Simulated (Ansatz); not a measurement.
`CB1[BH][AlH][SiH2]1` → Al• + 2 B• + C• + 7 H• + Si•  (atomization)

Computed with Ansatz on PBE0-D4/def2-TZVP structures; ΔE is electronic, products minus reactants. CCSD(T)/CBS adds triple-zeta CCSD(T) − MP2 to the extrapolated MP2 energy (def2 sets, frozen cores). This one scheme is used for every species, atoms too. For atomizations the MP2-based limit and the directly extrapolated one differ by several kJ/mol either way, and by 10 to 25 for some Ge, Se and Sn compounds, so smaller differences from it don't rank the levels. DFT in def2-TZVPP. No spin–orbit coupling; open shells (•) take unrestricted orbitals. Spin–orbit coupling would lower the free atoms: a little for Al, B, C, Si.

```
       level  ΔE (kJ/mol)
CAM-B3LYP-D4       3937.3
    PBE-QIDH       3942.3
     r2SCAN0       3951.8
   CAM-B3LYP       3913.4
```

Q: What does CCSD(T)/CBS give? (An estimate is asked.)

A: The calculation gave: +3917.8 kJ/mol. The listed levels differ from it by 19.5, 24.5, 34.0, -4.4 kJ/mol.

Largest T1 diagnostic among the species: 0.020.

From PBE to PBE0 (25 % exact exchange), in def2-TZVPP and without D4, ΔE moves by −32.7 kJ/mol: exact exchange takes away binding that semilocal exchange gives to molecules. The D4 term adds +44.1 kJ/mol with B3LYP and +23.2 kJ/mol with PBE0; it sums over pairs of atoms, weighted by their polarisabilities, and B3LYP, whose exchange is more repulsive, gets the larger term. Leaving LDA and LC-ωPBE aside and taking each functional with its dispersion term where it has one, the values, not all of them listed here, spread over 167.0 kJ/mol, from BHLYP-D4 to B97M-V. LDA lies +481.7 kJ/mol from PBE without D4, its usual overbinding.

B3LYP here is the variant with VWN-RPA as its local correlation; programs differ in this.
